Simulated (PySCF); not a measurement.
C2Ti, SMILES [C]1[C][Ti]1 (connectivity only; charge and spin as stated), neutral, multiplicity 3. The structure is a stationary point at PBE-D3(BJ)/def2-TZVP. The spin state was assumed, not searched.

These are PBE-D3(BJ)/def2-TZVP run with PySCF values and carry that method's errors.

Harmonic wavenumbers (cm⁻¹): 293, 570, 1578. Rotational constants (GHz): 49.23, 9.342, 7.852; symmetry number 2.

Question: Work out the zero-point energy and the ideal-gas rigid-rotor harmonic-oscillator thermochemistry at 298.15 K and 1 atm.

Answer: ZPE = ½ Σ hcν = ½ × 2441 cm⁻¹ = 14.60 kJ/mol. H − E(el) = 26.12 kJ/mol. Entropy in J/(mol K): translation 162.06, rotation 86.34, vibration 8.23, spin 9.13, total 265.78. G − E(el) = -53.12 kJ/mol. Cp = 45.14 J/(mol K).
